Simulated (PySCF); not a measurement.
Here is a computed PBE0-D3(BJ)/def2-SVP geometry (Å):
```
N 
Si  1  1.7205
N   2  1.7158  1  105.96
S   2  2.1644  1  119.64  3   114.38
H   1  1.0136  2  119.27  3   161.06
H   1  1.0147  2  119.41  3   -56.68
H   2  1.4966  1  104.19  3  -128.02
H   3  1.0124  2  121.18  1   166.03
H   3  1.0132  2  119.98  1   -43.52
H   4  1.3500  2   94.22  1    93.01
```
Z-matrix in Å and degrees, rows numbered from 1.

Charge 0, singlet.

Problem. Read off the bonds between heavy atoms and their formal orders.

Solution. N1–Si2 (single); Si2–N3 (single); Si2–S4 (single). Hydrogens: H5, H6 on N1; H7 on Si2; H8, H9 on N3; H10 on S4.

Problem. Which species is it?

Solution. `N[SiH](N)S`, H6N2SSi.

Problem. Name the point group.

Solution. C1 (no symmetry element, even within 0.4 Å).

Problem. Describe the place of each heavy atom.

Solution. N1/N3: silicon-bound nitrogen; Si2: SiH silicon; S4: sulfur bonded to Si and H.

Problem. What is the arrangement about N1?

Solution. It has 3 neighbours (Si2, H5, H6) and has angles 119.4°, 119.3° and 111.2°, sum 349.8°, 0.22 Å off the plane of its three neighbours.

Problem. What is the arrangement about Si2?

Solution. It has 4 neighbours (N1, N3, S4, H7) and is distorted tetrahedral (angles from 102.1° to 120.4°).
